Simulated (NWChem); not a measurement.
tellurium hexafluoride (TeF6); SMILES F[Te](F)(F)(F)(F)F

```xyz
7

F      0.7411    -0.1560     1.7500
Te     0.0000     0.0000     0.0000
F     -1.3255    -1.2964     0.4457
F      1.3255     1.2964    -0.4457
F     -1.1533     1.3897     0.6122
F      1.1533    -1.3897    -0.6122
F     -0.7411     0.1560    -1.7500
```
Atoms are numbered in this order, from 1.

Results from NWChem. Coordinates come from a PBE-D3(BJ)/def2-SVP optimisation. Not confirmed as a minimum by frequencies. def2 effective core potentials on Te; no spin-orbit coupling.

Predict the results for PBE0/def2-TZVPP. Quantities: highest occupied level (eV); orbital gap (eV).


```
Quantity                      Value
---------------------------  ------
highest occupied level (eV)  -12.89
orbital gap (eV)               7.27
```
